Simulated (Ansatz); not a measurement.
Molecule: C2H3O, net charge 0, doublet state. SMILES: [H]/[C]=C/O
Geometry: optimised at B3LYP-D3(BJ)/def2-TZVP (Ansatz, an electronic-structure program).

Quantity: size of the dipole moment, in D. Terms: six Cartesian d functions in 6-31G* and its kin unless marked 5d; dispersion terms only where a functional's name holds one; spin-orbit terms left out; 6-311+G** with 5d; open shells spin-unrestricted; LANL2DZ all-electron up to Ne; non-relativistic. First-principles rows: single points at B3LYP-D3(BJ) geometries (Ansatz).

| level | program | size of the dipole moment (D) |
|---|---|---|
| PBE/STO-3G | Ansatz | 0.73 |
| PBE/3-21G | Ansatz | 0.70 |
| PBE/LANL2DZ | Ansatz | 0.94 |
| PBE/6-31G* | Ansatz | 0.67 |
| PBE/def2-SVP | Ansatz | 0.55 |
| PBE/6-311+G** | Ansatz | 0.74 |

No value to compare with is used here. The 6 habitual levels span 0.55 (PBE/def2-SVP) to 0.94 D (PBE/LANL2DZ).

The sets are all those run for this method; left out are runs that failed, that the program found above a lower state of the same kind, or whose <S^2> lies over 0.5 above the pure value.
